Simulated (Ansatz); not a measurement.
Geometry optimisation, UKS PBE0-D4/STO-3G (Ansatz 0.2.0).

input.yaml

```yaml
crystal:
  periodic: [false, false, false]
  atoms:
    - { symbol: C, position_ang: [-1.1802, -0.1899, 1.667] }
    - { symbol: "N", position_ang: [0.1809, 0.0604, 1.3686] }
    - { symbol: Si, position_ang: [0.9788, -0.6669, 0.0434] }
    - { symbol: C, position_ang: [0.8643, 0.2976, -1.5479] }
    - { symbol: "N", position_ang: [-0.6161, 0.583, -1.8575] }
    - { symbol: H, position_ang: [-1.4408, -1.1779, 1.8894] }
    - { symbol: H, position_ang: [-1.4903, 0.4594, 2.527] }
    - { symbol: H, position_ang: [-1.8272, 0.1812, 0.8139] }
    - { symbol: H, position_ang: [0.7142, -0.1449, 2.2539] }
    - { symbol: H, position_ang: [0.5233, -2.0624, -0.0058] }
    - { symbol: H, position_ang: [2.4292, -0.6942, 0.4702] }
    - { symbol: H, position_ang: [1.2298, -0.2829, -2.3566] }
    - { symbol: H, position_ang: [1.2978, 1.2547, -1.4984] }
    - { symbol: H, position_ang: [-0.6924, 1.1812, -2.6598] }
    - { symbol: H, position_ang: [-0.9932, 1.1508, -1.0779] }
magnetization:
  spin_polarized: true
basis:
  gaussian: { orbitals: STO-3G }
hamiltonian:
  xc: pbe0
  dispersion: d4
relax:
  f_tol: 0.02
  max_steps: 50
```

Launched with:

```bash
$ ansatz run input.yaml --threads 1 --pin off --max-ram 2048MiB --backend cpu --events-out ev --progress --plain --runs-dir out
```

Q: Where does it end, and by what steps?

A: The run converged. Limits of this set-up: minimal basis. After 11 steps the energy has fallen by 0.810 eV; H15 moved furthest, 0.63 Å.

```json
{"step": "0", "energy less start (eV)": "0.0000", "largest force component (eV/Å)": "3.914", "accepted": "yes"}
{"step": "1", "energy less start (eV)": "-0.7306", "largest force component (eV/Å)": "0.941", "accepted": "yes"}
{"step": "2", "energy less start (eV)": "-0.7749", "largest force component (eV/Å)": "0.256", "accepted": "yes"}
{"step": "3", "energy less start (eV)": "-0.7855", "largest force component (eV/Å)": "0.163", "accepted": "yes"}
{"step": "4", "energy less start (eV)": "-0.7949", "largest force component (eV/Å)": "0.163", "accepted": "yes"}
{"step": "5", "energy less start (eV)": "-0.7987", "largest force component (eV/Å)": "0.078", "accepted": "yes"}
{"step": "6", "energy less start (eV)": "-0.8031", "largest force component (eV/Å)": "0.116", "accepted": "yes"}
{"step": "7", "energy less start (eV)": "-0.8057", "largest force component (eV/Å)": "0.148", "accepted": "yes"}
{"step": "8", "energy less start (eV)": "-0.8081", "largest force component (eV/Å)": "0.110", "accepted": "yes"}
{"step": "9", "energy less start (eV)": "-0.8097", "largest force component (eV/Å)": "0.053", "accepted": "yes"}
{"step": "10", "energy less start (eV)": "-0.8103", "largest force component (eV/Å)": "0.033", "accepted": "yes"}
{"step": "11", "energy less start (eV)": "-0.8104", "largest force component (eV/Å)": "0.018", "accepted": "yes"}
```

```xyz
15
Properties=species:S:1:pos:R:3
C -1.232 -0.224 1.482
N 0.191 0.208 1.373
Si 1.099 -0.660 0.119
C 0.716 0.175 -1.528
N -0.676 0.761 -1.478
H -1.369 -1.273 1.814
H -1.769 0.424 2.194
H -1.705 -0.119 0.492
H 0.630 0.063 2.311
H 0.755 -2.067 0.044
H 2.503 -0.537 0.436
H 0.736 -0.567 -2.340
H 1.489 0.928 -1.767
H -0.779 1.314 -2.373
H -0.611 1.524 -0.750
```

Whether the end is a true minimum wasn't checked by a vibrational analysis.

The run took 57 s on 1 thread of Arm Neoverse V1, with other jobs on the host, peak memory 0.15 GiB.
